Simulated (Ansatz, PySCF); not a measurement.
F₆Re (SMILES [F][Re]([F])([F])([F])([F])[F]), doublet, geometry from GFN2-xTB (such geometries of metal compounds can be far from the true shape) (the multiplicity is a formal guess) (core potentials on Re). Base run: PBE0/def2-SVP (PySCF).

Input for PySCF:
```python
from pyscf import gto, scf, dft

mol = gto.M(
    atom='''
Re    0.00000000   -0.00000000    0.00000000
F     1.10905314   -0.46150799   -1.35505160
F    -1.10905314    0.46150799    1.35505160
F    -1.11122240    0.75995228   -1.16831620
F    -0.88020309   -1.57166272   -0.18512734
F     0.88020309    1.57166272    0.18512734
F     1.11122240   -0.75995228    1.16831620
''',
    basis='def2-svp',
    ecp={'Re': 'def2-svp'},
    spin=1,
    verbose=4,
)

mf = dft.UKS(mol)
mf.xc = 'pbe0'
mf.kernel()
```

The same geometry, method and basis name were run in Ansatz (a first-principles code) and PySCF, at each program's defaults and at the settings that a row names. The base is PySCF at its defaults. Differences at the defaults can come from grids, fitting, cores and function types together.

```tsv
code and settings	ΔE vs base (µEh)	basis functions	E (Eh)	SCF cycles
PySCF, defaults (exact integrals, its default grid, spherical functions)	0.0	116	-676.42813	11
Ansatz, defaults (factorised integrals, its default grid, spherical functions)	-9.0	116	-676.42814	-
PySCF, density fitting with def2-universal-jkfit	40.7	116	-676.42809	11
PySCF, fine grid	-22.3	116	-676.42815	11
Ansatz, high accuracy	-14.5	116	-676.42814	-
```

Open shells are given as the SCF converged; they aren't shown to be the lowest states, and a large step between rows can be another state.
